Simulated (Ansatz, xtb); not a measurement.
Breaking the Si5–H6 bond in BH5OSi (SMILES BO[SiH3]) (multiplicity 1 held, fragments rigid). Energies count from the point at 1.477 Å.
Geometry at that point (charge 0, multiplicity 1):
```xyz
8

B     -0.355     0.168     1.746
H     -1.122     0.723     2.474
H      0.516    -0.542     2.166
O     -0.489     0.357     0.418
Si     0.331    -0.201    -0.915
H      0.863     0.968    -1.643
H     -0.630    -0.934    -1.764
H      1.435    -1.094    -0.498
```

R- and RO- levels are restricted; in cc, def2 and unpolarised 6-31G sets they are followed outwards from rest. U- levels take the lowest unrestricted solution at each point, which mixes spins at long bonds. Active spaces are followed from a long bond inwards. Levels need not reach the same state.

Correlated levels freeze the cores.

Programs: Ansatz (a first-principles code) with Gaussian orbitals; xtb for the GFN methods.  The GFN methods have no spin term and hold the electronic entropy of 300 K.

Energies in kJ/mol.

```json
[
 {"R (Å)": "1.182", "GFN2-xTB": "158", "R-HF/cc-pV(D+d)Z": "126", "U-SCS-MP2/cc-pV(D+d)Z": "126", "R-CCSD(T)/cc-pV(D+d)Z": "127", "CASSCF(2,2)/cc-pV(D+d)Z": "136", "FIC-MRCISD+Q on CASSCF(2,2)/cc-pV(D+d)Z": "126"},
 {"R (Å)": "1.329", "GFN2-xTB": "22", "R-HF/cc-pV(D+d)Z": "25", "U-SCS-MP2/cc-pV(D+d)Z": "25", "R-CCSD(T)/cc-pV(D+d)Z": "26", "CASSCF(2,2)/cc-pV(D+d)Z": "30", "FIC-MRCISD+Q on CASSCF(2,2)/cc-pV(D+d)Z": "26"},
 {"R (Å)": "1.477", "GFN2-xTB": "0", "R-HF/cc-pV(D+d)Z": "0", "U-SCS-MP2/cc-pV(D+d)Z": "0", "R-CCSD(T)/cc-pV(D+d)Z": "0", "CASSCF(2,2)/cc-pV(D+d)Z": "0", "FIC-MRCISD+Q on CASSCF(2,2)/cc-pV(D+d)Z": "0"},
 {"R (Å)": "1.625", "GFN2-xTB": "17", "R-HF/cc-pV(D+d)Z": "18", "U-SCS-MP2/cc-pV(D+d)Z": "16", "R-CCSD(T)/cc-pV(D+d)Z": "15", "CASSCF(2,2)/cc-pV(D+d)Z": "10", "FIC-MRCISD+Q on CASSCF(2,2)/cc-pV(D+d)Z": "15"},
 {"R (Å)": "1.772", "GFN2-xTB": "46", "R-HF/cc-pV(D+d)Z": "58", "U-SCS-MP2/cc-pV(D+d)Z": "55", "R-CCSD(T)/cc-pV(D+d)Z": "52", "CASSCF(2,2)/cc-pV(D+d)Z": "42", "FIC-MRCISD+Q on CASSCF(2,2)/cc-pV(D+d)Z": "51"},
 {"R (Å)": "1.994", "GFN2-xTB": "99", "R-HF/cc-pV(D+d)Z": "135", "U-SCS-MP2/cc-pV(D+d)Z": "128", "R-CCSD(T)/cc-pV(D+d)Z": "121", "CASSCF(2,2)/cc-pV(D+d)Z": "105", "FIC-MRCISD+Q on CASSCF(2,2)/cc-pV(D+d)Z": "121"},
 {"R (Å)": "2.215", "GFN2-xTB": "158", "R-HF/cc-pV(D+d)Z": "218", "U-SCS-MP2/cc-pV(D+d)Z": "219", "R-CCSD(T)/cc-pV(D+d)Z": "191", "CASSCF(2,2)/cc-pV(D+d)Z": "169", "FIC-MRCISD+Q on CASSCF(2,2)/cc-pV(D+d)Z": "190"},
 {"R (Å)": "2.585", "GFN2-xTB": "252", "R-HF/cc-pV(D+d)Z": "347", "U-SCS-MP2/cc-pV(D+d)Z": "338", "R-CCSD(T)/cc-pV(D+d)Z": "285", "CASSCF(2,2)/cc-pV(D+d)Z": "257", "FIC-MRCISD+Q on CASSCF(2,2)/cc-pV(D+d)Z": "284"},
 {"R (Å)": "2.954", "GFN2-xTB": "327", "R-HF/cc-pV(D+d)Z": "455", "U-SCS-MP2/cc-pV(D+d)Z": "376", "R-CCSD(T)/cc-pV(D+d)Z": "344", "CASSCF(2,2)/cc-pV(D+d)Z": "314", "FIC-MRCISD+Q on CASSCF(2,2)/cc-pV(D+d)Z": "344"},
 {"R (Å)": "3.397", "GFN2-xTB": "388", "R-HF/cc-pV(D+d)Z": "559", "U-SCS-MP2/cc-pV(D+d)Z": "390", "R-CCSD(T)/cc-pV(D+d)Z": "373", "CASSCF(2,2)/cc-pV(D+d)Z": "347", "FIC-MRCISD+Q on CASSCF(2,2)/cc-pV(D+d)Z": "378"},
 {"R (Å)": "3.988", "GFN2-xTB": "428", "R-HF/cc-pV(D+d)Z": "661", "U-SCS-MP2/cc-pV(D+d)Z": "394", "R-CCSD(T)/cc-pV(D+d)Z": "371", "CASSCF(2,2)/cc-pV(D+d)Z": "361", "FIC-MRCISD+Q on CASSCF(2,2)/cc-pV(D+d)Z": "393"},
 {"R (Å)": "4.726", "GFN2-xTB": "442", "R-HF/cc-pV(D+d)Z": "745", "U-SCS-MP2/cc-pV(D+d)Z": "395", "R-CCSD(T)/cc-pV(D+d)Z": "357", "CASSCF(2,2)/cc-pV(D+d)Z": "365", "FIC-MRCISD+Q on CASSCF(2,2)/cc-pV(D+d)Z": "397"}
]
```

Doubts at one or more of the structures used: a restricted determinant that unrestricted orbitals would lower (R-HF/cc-pV(D+d)Z, R-CCSD(T)/cc-pV(D+d)Z); a spin-contaminated determinant (U-SCS-MP2/cc-pV(D+d)Z); other coupled-cluster roots lie near (R-CCSD(T)/cc-pV(D+d)Z); T1 above 0.05 (R-CCSD(T)/cc-pV(D+d)Z).
